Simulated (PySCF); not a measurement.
AlCl4, charge -1, singlet, geometry from GFN2-xTB (such geometries of metal compounds can be far from the true shape). Base run: WB97X/STO-3G run with PySCF.

The PySCF input:
```python
from pyscf import gto, scf, dft

mol = gto.Mole()
mol.atom = '''
    Cl   -1.658394   -0.370894   -1.257305
    Al    0.000000    0.000000    0.000000
    Cl    0.008122    2.034526    0.573836
    Cl    1.785907   -0.446130   -1.039304
    Cl   -0.135634   -1.217501    1.722772
'''
mol.basis = 'sto-3g'
mol.charge = -1
mol.spin = 0
mol.verbose = 4
mol.build()

mf = dft.RKS(mol)
mf.xc = 'wb97x'
mf.kernel()
mf.analyze()
```

The base run was repeated with changes; each row names its change, and settings that it needs were set with it.

```json
[
 {"change": "base", "ΔE vs base (mEh)": "0.000", "grid points": "94704", "electrons on the grid": "82.00000"},
 {"change": "grids.level = 4", "ΔE vs base (mEh)": "-0.152", "grid points": "143456", "electrons on the grid": "82.00000"},
 {"change": "grids.radi_method = gauss_chebyshev", "ΔE vs base (mEh)": "-0.217", "grid points": "92352", "electrons on the grid": "82.00000"},
 {"change": "grids.level = 1", "ΔE vs base (mEh)": "-3.723", "grid points": "31616", "electrons on the grid": "81.99998"},
 {"change": "grids.prune = dft.gen_grid.treutler_prune", "ΔE vs base (mEh)": "0.000", "grid points": "92120", "electrons on the grid": "82.00000"},
 {"change": "grids.atom_grid = (150, 974)", "ΔE vs base (mEh)": "-0.121", "grid points": "369784", "electrons on the grid": "82.00000"},
 {"change": "grids.becke_scheme = stratmann", "ΔE vs base (mEh)": "0.000", "grid points": "94704", "electrons on the grid": "82.00000"},
 {"change": "grids.radi_method = mura_knowles", "ΔE vs base (mEh)": "-0.069", "grid points": "87056", "electrons on the grid": "82.00000"},
 {"change": "grids.atom_grid = (99, 590)", "ΔE vs base (mEh)": "-0.141", "grid points": "149096", "electrons on the grid": "82.00000"},
 {"change": "grids.atom_grid = (30, 110)", "ΔE vs base (mEh)": "3.938", "grid points": "12120", "electrons on the grid": "81.99982"},
 {"change": "grids.level = 0", "ΔE vs base (mEh)": "-56.140", "grid points": "8120", "electrons on the grid": "82.02111"}
]
```
